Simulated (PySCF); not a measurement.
Question: Give a PBE0-D3(BJ)/def2-SVP geometry of tetrahydropyran-4-one (`O=C1CCOCC1`).

Answer: 
```xyz
15
C5H8O2 angstrom
O      1.157   -1.997    0.984
C      0.723   -1.121    0.278
C      1.438    0.191    0.045
C      0.468    1.364    0.214
O     -0.673    1.207   -0.583
C     -1.413    0.071   -0.232
C     -0.605   -1.213   -0.440
H      1.813    0.193   -0.993
H      2.296    0.264    0.728
H      0.944    2.309   -0.085
H      0.182    1.457    1.282
H     -1.739    0.136    0.826
H     -2.317    0.068   -0.858
H     -1.147   -2.103   -0.089
H     -0.401   -1.328   -1.518
```

Orientation and origin are arbitrary. Atoms count from 1 in this order. The 6-membered ring C2–C3–C4–O5–C6–C7 has internal angles of 110.4° to 113.2° (sum 669°, against 720° for a flat polygon); it is puckered, 0.22 Å rms from its mean plane, widest ring torsion 62°. Of the pairs four or more bonds apart, H11···H12 is among the closest relative to their van der Waals radii: 2.38 Å, 99 % of the sum of Bondi's values. The C–O distances run from 1.207 Å (O1=C2, drawn double) to 1.400 Å (O5–C6, drawn single), a spread of 0.193 Å.

Bonds between heavy atoms (Å): O1=C2 1.207, C2–C3 1.512, C3–C4 1.531, C4–O5 1.400, O5–C6 1.400, C6–C7 1.531, C2–C7 1.512.

Computed, not measured: PySCF 2.14.0, PBE0-D3(BJ)/def2-SVP geometry optimisation, gas phase.

Point group: Cs (tolerance 0.08 Å). Not checked by PBE0-D3(BJ)/def2-SVP frequencies. The numbers are those of one conformer (O1–C2–C3–C4 -132°, C2–C3–C4–O5 -53°, C3–C4–O5–C6 62°, C4–O5–C6–C7 -62°).
